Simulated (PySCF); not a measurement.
AlF2Br, SMILES [F][Al]([F])[Br]. Atoms are numbered in the order given.

```xyz
4

Al     0.0000     0.0000    -0.9493
F      0.0000    -1.4181    -1.7932
F      0.0000     1.4181    -1.7932
Br     0.0000     0.0000     1.2748
```

Geometry: B3LYP-D3(BJ)/def2-SVP.

These are PySCF with ωB97X/def2-TZVPD values and carry that method's errors.

Symmetry labels are those of the subgroup C2v that the program uses (full group C2v).

### Question
List the valence orbital energies around the gap with their symmetry. (An estimate is asked for; the answer gives what the named calculation found.)

### Answer

```
orbital  symmetry  energy (eV)
-------  --------  -----------
HOMO−7         B2       -15.74
HOMO−6         A1       -15.22
HOMO−5         B1       -15.11
HOMO−4         A2       -14.70
HOMO−3         B2       -14.50
HOMO−2         A1       -13.37
HOMO−1         B1       -11.82
HOMO           B2       -11.66
LUMO           A1         0.15
LUMO+1         B1         1.18
LUMO+2         A1         1.76
LUMO+3         B2         2.02
```
